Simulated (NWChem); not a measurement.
# C$_{2}$H$_{4}$BFO$_{2}$; SMILES O=CB(F)CO

```xyz
10

O     -0.9415    -2.1122     0.2178
C      0.1675    -1.6293     0.2714
B      0.3942    -0.0358     0.1674
F      1.6366     0.4031     0.2262
C     -0.8281     0.9214     0.0046
O     -0.4530     2.2649    -0.0735
H      1.0646    -2.2979     0.3960
H     -1.5134     0.6936     0.8529
H     -1.3891     0.5574    -0.8864
H     -1.2445     2.8016    -0.1720
```
Atoms are numbered in this order, from 1.

All runs use the structure optimised with PBE0/def2-SVP.

Task: Give the principal values of the shielding tensors (ppm) of O1, C2, B3, F4, C5 from Hartree-Fock/6-31G* (spherical d), GIAO (NWChem), with their diamagnetic and paramagnetic parts as GIAO splits them.

Result: 
```
atom      σ11     σ22    σ33  isotropic  diamagnetic  paramagnetic
----  -------  ------  -----  ---------  -----------  ------------
O1    -1454.8  -593.2  448.4     -533.2        399.0        -932.2
C2     -120.1   -56.7  125.3      -17.2        250.5        -267.6
B3       47.4   106.0  107.2       86.9        188.8        -102.0
F4       84.7   276.2  504.3      288.4        471.5        -183.1
C5      124.6   143.7  191.6      153.3        246.6         -93.3
```
